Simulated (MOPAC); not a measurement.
MOPAC input (PM6):

```
PM6 PRECISE GNORM=0.05 LET XYZ GEO-OK AUX(PRECISION=9) THREADS=1
C3Si

Si   -1.17798600 1    0.01946700 1    0.00247800 1
C     0.51917000 1    0.72496300 1    0.00106400 1
C     0.49492200 1   -0.74172200 1   -0.00319700 1
C     1.73454100 1   -0.02866500 1   -0.00364800 1
```

Output:

```
 *******************************************************************************
 **                                                                           **
 **                              MOPAC v23.2.5                                **
 **                                                                           **
 *******************************************************************************
 ** MOPAC's Digital Object Identifier: https://doi.org/10.5281/zenodo.6511958 **
 **                                                                           **
 ** Please cite the open-source release paper for use of this MOPAC version:  **
 ** J. E. Moussa and J. J. P. Stewart (2026)                                  **
 ** MOPAC: An open-source semiempirical molecular orbital program             **
 ** J. Open Source Softw., 11(119), 8025, https://doi.org/10.21105/joss.08025 **
 *******************************************************************************

                              PM6 CALCULATION RESULTS

 *******************************************************************************
 *  PM6        - The PM6 Hamiltonian to be used
 *  GEO-OK     - OVERRIDE INTERATOMIC DISTANCE AND OTHER SAFETY CHECKS
 *  LET        - OVERRIDE SOME SAFETY CHECKS
 *  PRECISE    - TIGHTER CRITERIA TO BE USED
 *  XYZ        - CARTESIAN COORDINATE SYSTEM TO BE USED
 *  GNORM      - EXIT WHEN GRADIENT NORM DROPS BELOW 0.050
 *  AUX        - OUTPUT AUXILIARY INFORMATION
 *******************************************************************************
PM6 PRECISE GNORM=0.05 LET XYZ GEO-OK AUX(PRECISION=9) THREADS=1
 C3Si

   ATOM   CHEMICAL          X               Y               Z
  NUMBER   SYMBOL      (ANGSTROMS)     (ANGSTROMS)     (ANGSTROMS)

     1      Si         -1.17798600  *   0.01946700  *   0.00247800  *
     2       C          0.51917000  *   0.72496300  *   0.00106400  *
     3       C          0.49492200  *  -0.74172200  *  -0.00319700  *
     4       C          1.73454100  *  -0.02866500  *  -0.00364800  *

          CARTESIAN COORDINATES

    NO.       ATOM           X           Y           Z

     1        Si         -1.1780      0.0195      0.0025
     2         C          0.5192      0.7250      0.0011
     3         C          0.4949     -0.7417     -0.0032
     4         C          1.7345     -0.0287     -0.0036

 General Reference for PM6:
 "Optimization of Parameters for Semiempirical Methods V: Modification of NDDO Approximations
 and Application to 70 Elements", J. J. P. Stewart, J. Mol. Mod., 13, 1173-1213 (2007)
 URL: https://link.springer.com/article/10.1007/s00894-007-0233-4

           Empirical Formula: C3 Si  =     4 atoms

      MOLECULAR POINT GROUP   :   C2v

      RHF CALCULATION, NO. OF DOUBLY OCCUPIED LEVELS = 8

          Geometry optimization using EF

          DIAGONAL MATRIX USED AS START HESSIAN

 CYCLE:     1  GRAD.:    58.898 HEAT:  235.2980
 CYCLE:     2  GRAD.:   614.341 HEAT:  270.3388
 CYCLE:     3  GRAD.:   194.136 HEAT:  250.8146
 CYCLE:     4  GRAD.:    77.250 HEAT:  234.8572
 CYCLE:     5  GRAD.:   382.449 HEAT:  249.0728
 CYCLE:     6  GRAD.:    32.769 HEAT:  233.8179
 CYCLE:     7  GRAD.:    15.614 HEAT:  233.6347
 CYCLE:     8  GRAD.:    11.465 HEAT:  233.6110
 CYCLE:     9  GRAD.:     0.665 HEAT:  233.5816
 CYCLE:    10  GRAD.:     2.904 HEAT:  233.5851
 CYCLE:    11  GRAD.:     0.020 HEAT:  233.5814

     GRADIENT =  0.01969 IS LESS THAN CUTOFF =  0.05000

 -------------------------------------------------------------------------------
 PM6 PRECISE GNORM=0.05 LET XYZ GEO-OK AUX(PRECISION=9) THREADS=1
 C3Si

     GEOMETRY OPTIMISED USING EIGENVECTOR FOLLOWING (EF).
     SCF FIELD WAS ACHIEVED

                              PM6 CALCULATION
                                                       MOPAC v23.2.5 Linux

          FINAL HEAT OF FORMATION =        233.58142 KCAL/MOL =     977.30465 KJ/MOL

          COSMO AREA              =        109.45 SQUARE ANGSTROMS
          COSMO VOLUME            =        100.06 CUBIC ANGSTROMS

          GRADIENT NORM           =          0.01969          =       0.00984 PER ATOM
          IONIZATION POTENTIAL    =          8.991874 EV
          HOMO LUMO ENERGIES (EV) =         -8.992 -2.142
          NO. OF FILLED LEVELS    =          8
          MOLECULAR WEIGHT        =         64.1185         POINT GROUP:  C2v

          MOLECULAR DIMENSIONS (Angstroms)

            Atom       Atom       Distance
            C     4   Si     1     2.98078
            C     3    C     2     1.41283
           Si     1    C     2     0.00000

          SCF CALCULATIONS        =         12

   ATOM   CHEMICAL          X               Y               Z
  NUMBER   SYMBOL      (ANGSTROMS)     (ANGSTROMS)     (ANGSTROMS)

     1      Si         -1.21462606  *   0.02007117  *   0.00255498  *
     2       C          0.53113769  *   0.69773259  *   0.00095954  *
     3       C          0.50778256  *  -0.71489790  *  -0.00314442  *
     4       C          1.76574108  *  -0.02918255  *  -0.00371384  *

                             CARTESIAN COORDINATES

   1   Si       -1.214626063     0.020071166     0.002554978
   2    C        0.531137691     0.697732587     0.000959543
   3    C        0.507782559    -0.714897904    -0.003144417
   4    C        1.765741084    -0.029182546    -0.003713838

           Empirical Formula: C3 Si  =     4 atoms

      MOLECULAR POINT GROUP   :   C2v

                  EIGENVALUES
 -30.43569 -19.26186 -15.81474 -12.10298 -11.72895 -10.74019 -10.06167  -8.99187
  -2.14157  -1.22191  -0.36310   0.03516   0.94509   1.31231   1.54447   2.01890
   2.29942   3.31690   4.14497   5.16970   5.52473

              NET ATOMIC CHARGES AND DIPOLE CONTRIBUTIONS

  ATOM NO.   TYPE          CHARGE      No. of ELECS.   s-Pop       p-Pop       d-Pop
    1         Si           0.535408        3.4646     1.86273     1.33343     0.26844
    2          C          -0.355179        4.3552     1.29143     3.06375
    3          C          -0.355184        4.3552     1.29143     3.06376
    4          C           0.174956        3.8250     1.61913     2.20591
 DIPOLE           X         Y         Z       TOTAL
 POINT-CHG.    -3.412     0.056     0.007     3.413
 HYBRID        -1.151     0.019     0.002     1.151
 SUM           -4.563     0.075     0.010     4.564

          ATOMIC ORBITAL ELECTRON POPULATIONS

     Atom    s        px        py        pz      x^2-y^2     xz        z^2       yz        xy
    1 Si   1.86273   0.80630   0.38562   0.14151   0.05904   0.04232   0.03404   0.00001   0.13303
    2  C   1.29143   1.18766   1.12769   0.74840
    3  C   1.29143   1.18586   1.12949   0.74841
    4  C   1.61913   1.11245   0.77410   0.31936

 **********************
 *                    *
 * JOB ENDED NORMALLY *
 *                    *
 **********************

 == MOPAC DONE ==
```

The geometry given is a B3LYP-D3(BJ)/def2-TZVP minimum.
